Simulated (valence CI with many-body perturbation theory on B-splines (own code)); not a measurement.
## E1 line list for Os XLIV

Computed by valence CI with perturbative core correlation (CI+MBPT): five valence electrons over a frozen Dirac-Fock core [Ar] 3d10, radial functions for each j: 11 s, 11 p, 10 d, 8 f, 5 g, 2 h, with the one-electron correlation potential Σ1, the two-electron term Σ2, the three-electron term Σ3, Breit, model QED; selected CI, second order for the rest, scaled by the run's own slope (own B-spline code, finite nucleus).

No measured spectrum was set against this ion. As an estimate, large intervals hold to a few tenths of a per cent, small ones and those within an open d or f shell to about a per cent. Among the levels kept, up to 2200 cm⁻¹ of a level comes from second order outside the variational space, and about a tenth of that is noise between levels of different J, which matters for small intervals.

Lines 101 to 150 of 535 in falling wavelength, among levels below 4786.1 × 10³ cm⁻¹, chosen from the strongest by gf and those to the six lowest levels. Wavelengths and rates use the calculated energies. Electric multipoles are in the length gauge, E1 and E2 with the static RPA response of the core. Weak lines are less certain than strong ones. Lines between different terms over intervals too small for the method are left out, as are lines whose strength nearly cancels. Where a level lies close to another of its J and parity, the split of strength between their lines is uncertain. The highest levels of a list are the least certain.

Levels are named by their leading jj configuration (3d3/2^4 stands for four electrons in 3d with j = 3/2), which in mixed levels can hold well under half, so a name can repeat and another be missing. Letters in brackets count levels of one name in rising energy.

```csv
λ vac (nm),Upper,Lower,A (s⁻¹),S (a.u.) with core polarisation,S without
6.605,(4s 4p1/2^2 4p3/2 4d5/2) J=5/2 [a],(4s 4p1/2^2 4p3/2^2) J=5/2,1.03e+11,8.80e-02,9.25e-02
6.592,(4s 4p1/2^2 4d3/2 4d5/2) J=5/2 [b],(4s 4p1/2^2 4p3/2 4d3/2) J=3/2 [b],6.47e+10,5.49e-02,5.77e-02
6.576,(4s^2 4p3/2 4d3/2 4d5/2) J=5/2 [c],(4s^2 4p3/2^2 4d3/2) J=3/2 [b],5.15e+10,4.33e-02,4.58e-02
6.573,(4s^2 4p3/2 4d5/2^2) J=7/2,(4s^2 4p3/2^2 4d5/2) J=9/2,3.97e+10,4.45e-02,4.69e-02
6.572,(4s^2 4p1/2 4d3/2 4d5/2) J=3/2 [b],(4s^2 4p1/2 4p3/2 4d3/2) J=1/2 [b],7.19e+10,4.03e-02,4.24e-02
6.567,(4s^2 4p1/2 4d3/2 4d5/2) J=7/2 [a],(4s^2 4p1/2 4p3/2 4d3/2) J=5/2 [a],8.90e+10,9.95e-02,1.05e-01
6.559,(4s^2 4p1/2 4d3/2 4d5/2) J=5/2 [a],(4s^2 4p1/2 4p3/2 4d3/2) J=3/2 [a],5.42e+10,4.53e-02,4.77e-02
6.556,(4s^2 4p1/2^2 4d5/2) J=5/2,(4s^2 4p1/2^2 4p3/2) J=3/2,1.39e+11,1.16e-01,1.22e-01
6.553,(4s^2 4p3/2^2 4f5/2) J=9/2,(4s^2 4p3/2^2 4d3/2) J=7/2,6.98e+10,9.70e-02,1.03e-01
6.545,(4s^2 4p1/2 4d3/2 4d5/2) J=5/2 [a],(4s^2 4p1/2 4p3/2 4d3/2) J=5/2 [a],5.80e+10,4.82e-02,5.07e-02
6.535,(4s 4p1/2^2 4p3/2 4d3/2) J=3/2 [b],(4s^2 4p1/2^2 4d5/2) J=5/2,8.90e+09,4.90e-03,5.18e-03
6.533,(4p1/2^2 4p3/2^2 4d3/2) J=3/2,(4s 4p1/2^2 4p3/2 4d5/2) J=3/2 [a],5.78e+10,3.18e-02,3.34e-02
6.532,(4s^2 4p1/2 4p3/2 4d5/2) J=5/2 [a],(4s^2 4p1/2 4p3/2^2) J=3/2,1.74e+10,1.43e-02,1.51e-02
6.529,(4s 4p1/2^2 4p3/2 4f5/2) J=3/2 [b],(4s 4p1/2^2 4p3/2 4d5/2) J=3/2 [a],6.83e+10,3.75e-02,3.94e-02
6.517,(4s 4p1/2^2 4p3/2 4f7/2) J=5/2,(4s 4p1/2^2 4p3/2 4d5/2) J=5/2 [a],9.85e+10,8.08e-02,8.48e-02
6.515,(4s^2 4p1/2 4d3/2 4d5/2) J=3/2 [a],(4s^2 4p1/2 4p3/2 4d3/2) J=3/2 [a],5.05e+10,2.76e-02,2.90e-02
6.495,(4s^2 4p3/2 4d3/2 4d5/2) J=3/2 [b],(4s^2 4p3/2^2 4d3/2) J=3/2 [b],7.67e+10,4.15e-02,4.37e-02
6.491,(4s^2 4p3/2^2 4f5/2) J=7/2,(4s^2 4p3/2^2 4d3/2) J=7/2,3.85e+10,4.16e-02,4.36e-02
6.487,(4s^2 4p1/2 4p3/2 4f7/2) J=9/2 [b],(4s^2 4p1/2 4p3/2 4d5/2) J=7/2 [b],1.17e+11,1.57e-01,1.65e-01
6.487,(4s 4p1/2^2 4d3/2 4d5/2) J=7/2 [a],(4s 4p1/2^2 4p3/2 4d3/2) J=5/2 [a],9.87e+10,1.06e-01,1.12e-01
6.481,(4s^2 4p1/2^2 4f7/2) J=7/2,(4s^2 4p1/2^2 4d5/2) J=5/2,1.47e+11,1.58e-01,1.65e-01
6.475,(4s 4p1/2^2 4d5/2^2) J=5/2,(4s 4p1/2^2 4p3/2 4d5/2) J=3/2 [a],8.03e+10,6.45e-02,6.77e-02
6.471,(4s^2 4p1/2 4p3/2 4f7/2) J=11/2,(4s^2 4p1/2 4p3/2 4d5/2) J=9/2,8.99e+10,1.44e-01,1.50e-01
6.470,(4s^2 4p1/2 4p3/2 4f7/2) J=9/2 [a],(4s^2 4p1/2 4p3/2 4d5/2) J=7/2 [a],4.87e+10,6.51e-02,6.78e-02
6.465,(4s 4p1/2^2 4d3/2 4d5/2) J=5/2 [a],(4s 4p1/2^2 4p3/2 4d3/2) J=3/2 [a],1.26e+11,1.01e-01,1.06e-01
6.459,(4s 4p1/2^2 4p3/2 4d5/2) J=1/2,(4s 4p1/2^2 4p3/2^2) J=1/2,3.11e+11,8.28e-02,8.72e-02
6.453,(4s 4p1/2 4p3/2^2 4d5/2) J=5/2 [b],(4s 4p1/2 4p3/2^3) J=3/2 [a],5.62e+10,4.47e-02,4.70e-02
6.451,(4s 4p1/2^2 4p3/2 4f7/2) J=9/2,(4s 4p1/2^2 4p3/2 4d5/2) J=9/2,9.16e+10,1.21e-01,1.27e-01
6.441,(4s^2 4p1/2 4p3/2 4f7/2) J=5/2 [a],(4s^2 4p1/2 4p3/2 4d5/2) J=3/2 [a],1.05e+11,8.34e-02,8.73e-02
6.428,(4s^2 4p1/2 4p3/2 4f7/2) J=7/2 [b],(4s^2 4p1/2 4p3/2 4d5/2) J=5/2 [a],1.21e+11,1.27e-01,1.33e-01
6.421,(4s^2 4p1/2 4p3/2 4d5/2) J=3/2 [b],(4s^2 4p1/2 4p3/2^2) J=1/2,2.18e+11,1.14e-01,1.20e-01
6.420,(4s^2 4p3/2^2 4f5/2) J=7/2,(4s^2 4p3/2^2 4d3/2) J=5/2,7.76e+10,8.11e-02,8.59e-02
6.418,(4s 4p1/2^2 4d3/2 4d5/2) J=9/2,(4s 4p1/2^2 4p3/2 4d3/2) J=7/2,7.43e+10,9.69e-02,1.02e-01
6.411,(4s^2 4p1/2 4p3/2 4f7/2) J=5/2 [b],(4s^2 4p1/2 4p3/2 4d5/2) J=3/2 [b],1.79e+11,1.40e-01,1.47e-01
6.408,(4s 4p1/2^2 4d3/2 4d5/2) J=5/2 [a],(4s 4p1/2^2 4p3/2 4d3/2) J=5/2 [a],3.93e+10,3.06e-02,3.22e-02
6.393,(4s 4p1/2 4p3/2^2 4d5/2) J=1/2 [c],(4s 4p1/2 4p3/2^3) J=3/2 [b],1.55e+11,4.01e-02,4.22e-02
6.385,(4s 4p1/2^2 4d3/2 4d5/2) J=3/2 [a],(4s 4p1/2^2 4p3/2 4d3/2) J=1/2 [a],1.71e+11,8.78e-02,9.24e-02
6.384,(4s 4p1/2^2 4d5/2^2) J=9/2,(4s 4p1/2^2 4p3/2 4d5/2) J=9/2,5.36e+10,6.88e-02,7.26e-02
6.383,(4s^2 4p1/2 4p3/2 4d5/2) J=1/2,(4s^2 4p1/2 4p3/2^2) J=1/2,2.83e+11,7.27e-02,7.66e-02
6.382,(4s 4p1/2^2 4d3/2 4d5/2) J=3/2 [a],(4s 4p1/2^2 4p3/2 4d3/2) J=3/2 [a],7.48e+10,3.84e-02,4.04e-02
6.379,(4s^2 4p1/2 4d5/2^2) J=5/2,(4s^2 4p1/2 4p3/2 4d5/2) J=5/2 [a],2.82e+11,2.17e-01,2.28e-01
6.376,(4s 4p1/2 4p3/2^2 4d5/2) J=1/2 [c],(4s 4p1/2 4p3/2^3) J=1/2,2.42e+11,6.20e-02,6.53e-02
6.375,(4s 4p1/2 4p3/2^2 4d5/2) J=3/2 [d],(4s 4p1/2 4p3/2^3) J=3/2 [b],2.90e+11,1.48e-01,1.56e-01
6.367,(4s 4p1/2^2 4p3/2 4d5/2) J=3/2 [b],(4s 4p1/2^2 4p3/2^2) J=1/2,2.36e+11,1.20e-01,1.26e-01
6.357,(4s 4p1/2^2 4p3/2 4d5/2) J=7/2 [a],(4s 4p1/2^2 4p3/2^2) J=5/2,1.82e+11,1.84e-01,1.94e-01
6.350,(4s 4p1/2^2 4p3/2 4d5/2) J=5/2 [b],(4s 4p1/2^2 4p3/2^2) J=3/2,4.84e+11,3.67e-01,3.87e-01
6.343,(4s^2 4p1/2 4p3/2 4f7/2) J=5/2 [b],(4s^2 4p1/2 4p3/2 4d5/2) J=7/2 [b],5.78e+10,4.37e-02,4.61e-02
6.338,(4s^2 4p1/2 4d5/2^2) J=3/2,(4s^2 4p1/2 4p3/2 4d5/2) J=3/2 [a],1.95e+11,9.80e-02,1.03e-01
6.338,(4s 4p1/2 4p3/2^2 4d5/2) J=5/2 [d],(4s 4p1/2 4p3/2^3) J=5/2,2.16e+11,1.63e-01,1.71e-01
6.337,(4s 4p1/2^2 4p3/2 4f7/2) J=11/2,(4s 4p1/2^2 4p3/2 4d5/2) J=9/2,2.13e+11,3.20e-01,3.35e-01
```
